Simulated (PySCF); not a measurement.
19F chemical shifts

- shieldings: GIAO PBE0/pcSseg-1
- geometry from GFN2-xTB
- program: PySCF 2.14
- non-relativistic, no solvent, one averaged value for each set of equivalent atoms, single conformer

Shieldings were converted by a linear fit to measured shifts: 19F (scatter 6.0 ppm rms, 7.0 ppm with the 5 outliers that the fit left out vs CFCl3, solution or neat liquid, with a term for F on sp3 carbon). A few per cent of atoms miss by over 2 rms, more outside the fitted compound classes.

Problem. Give the 19F shifts of `C/C(F)=C/C(F)(F)CF`, `C#CC/C=C\F`, `C/C(F)=C\CC(F)(F)F`, `C#C/C=C/CF`.

Solution. 
```tsv
compound	environment	δ (ppm)
[CH3:1]/[C:2]([F:3])=[CH:4]/[C:5]([F:6])([F:7])[CH2:8][F:9]	F3: vinylic fluorine	-91.4
[CH3:1]/[C:2]([F:3])=[CH:4]/[C:5]([F:6])([F:7])[CH2:8][F:9]	F6/7: fluorine of a CF2 group (×2)	-99.3
[CH3:1]/[C:2]([F:3])=[CH:4]/[C:5]([F:6])([F:7])[CH2:8][F:9]	F9: fluorine on an sp3 carbon	-238.8
C#CC/C=C\F	vinylic fluorine	-122.7
[CH3:1]/[C:2]([F:3])=[CH:4]\[CH2:5][C:6]([F:7])([F:8])[F:9]	F7/8/9: fluorine of a CF3 group (×3)	-69.3
[CH3:1]/[C:2]([F:3])=[CH:4]\[CH2:5][C:6]([F:7])([F:8])[F:9]	F3: vinylic fluorine	-83.0
C#C/C=C/CF	fluorine on an sp3 carbon	-228.9
```
